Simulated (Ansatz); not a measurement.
Molecule: C$_{3}$H$_{2}$F$_{3}$, charge 0, multiplicity 2. It need not be the lowest isomer of its formula. 
Coordinates optimised at B3LYP-D3(BJ)/def2-TZVP (Ansatz, a first-principles code):
```xyz
8

H      3.1739    -0.4445    -0.1333
C      2.1082    -0.3935     0.0125
C      1.0848     0.2535    -0.4625
C     -0.3268     0.0504     0.0090
F     -1.1208    -0.3363    -1.0131
F     -0.8421     1.2046     0.4853
F     -0.4318    -0.8705     0.9755
H      1.1808     1.0020    -1.2501
```
Charge 0, spin multiplicity 2.

Total electronic energies in hartree. Cores are frozen in the correlated levels unless marked. UHF or UKS for open shells. No spin-orbit coupling. Non-relativistic. CBS marks a two-point X^-3 extrapolation of the correlation energy; Hartree-Fock from the larger set.

The UHF reference is spin-contaminated (<S^2> 0.19 over the pure value in the largest basis). 

```csv
level,program,energy (Eh)
HF/STO-3G,Ansatz,-407.39469
BLYP/def2-TZVPD,Ansatz,-415.06833
r2SCAN-D3(BJ)/def2-TZVPD,Ansatz + dftd3,-414.94952
r2SCAN-D4/def2-TZVPD,Ansatz + dftd4,-414.94950
PBE0/def2-SVP,Ansatz,-414.21734
PBE0/def2-QZVPP,Ansatz,-414.72972
RPA@PBE/cc-pVQZ,Ansatz,-415.12481
"CCSD/CBS(cc-pVTZ,cc-pVQZ)",Ansatz,-414.5581
"CCSD(T)/CBS(cc-pVTZ,cc-pVQZ)",Ansatz,-414.6122
```

Totals of different functionals don't rank their quality; only differences between species are comparable.
